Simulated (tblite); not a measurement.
Compound: C6H8O.
Atom-mapped SMILES: `[CH2:1]=[CH:2][C:3]1=[CH:4][C@H:5]1[O:6][CH3:7]` (hydrogens: H8, H9 on C1; H10 on C2; H11 on C4; H12 on C5; H13, H14, H15 on C7)

The geometry is computed with GFN2-xTB (gas phase).

(1) Give the optimised bond lengths and angles.

Results:

(1) 
| bond | length (pm) |
| --- | --- |
| C1=C2 | 133.1 |
| C2–C3 | 142.2 |
| C3=C4 | 131.4 |
| C4–C5 | 149.7 |
| C5–O6 | 140.4 |
| O6–C7 | 140.7 |
| C3–C5 | 149.1 |
| C1–H8 | 107.7 |
| C1–H9 | 107.6 |
| C2–H10 | 108.3 |
| C4–H11 | 106.2 |
| C5–H12 | 109.3 |
| C7–H13, C7–H14 | 109.2 |
| C7–H15 | 109.7 |

Bonds in one row agree within 1 pm and their mean is given. A selection of angles:
| angle | degrees |
| --- | --- |
| C2–C1–H8 | 120.8 |
| C2–C1–H9 | 122.0 |
| H8–C1–H9 | 117.2 |
| C1–C2–C3 | 122.5 |
| C1–C2–H10 | 121.4 |
| C3–C2–H10 | 116.1 |
| C2–C3–C4 | 151.8 |
| C2–C3–C5 | 144.0 |
| C4–C3–C5 | 64.1 |
| C3–C4–C5 | 63.7 |
| C3–C4–H11 | 150.2 |
| C5–C4–H11 | 146.0 |
| C4–C5–O6 | 120.5 |
| C4–C5–H12 | 119.8 |
| O6–C5–H12 | 112.3 |
| C3–C5–C4 | 52.2 |
| C3–C5–O6 | 118.7 |
| C3–C5–H12 | 121.1 |
| C5–O6–C7 | 113.0 |
| O6–C7–H13 | 106.7 |
| O6–C7–H14 | 111.3 |
| H13–C7–H14 | 109.5 |

Torsions: C1–C2–C3–C4 -173° (antiperiplanar); C2–C3–C4–C5 178° (antiperiplanar); C3–C4–C5–O6 -104° (anticlinal); C4–C5–O6–C7 -79° (synclinal); C2–C3–C5–C4 -179° (antiperiplanar).

Of the pairs four or more bonds apart, C4···H14 is among the closest relative to their van der Waals radii: 2.94 Å, 101 % of the sum of Bondi's values. O6 (ether oxygen) is bent (angle 113.0°). The C–C distances run from 1.314 Å (C3=C4, drawn double) to 1.497 Å (C4–C5, drawn single), a spread of 0.183 Å. The 3-membered ring C3–C4–C5 has internal angles of 52.2° to 64.1°.

Point group: C1 (no symmetry element, even within 0.4 Å). Its GFN2-xTB frequencies are all real (lowest 57 cm⁻¹). One conformer, not necessarily the lowest.
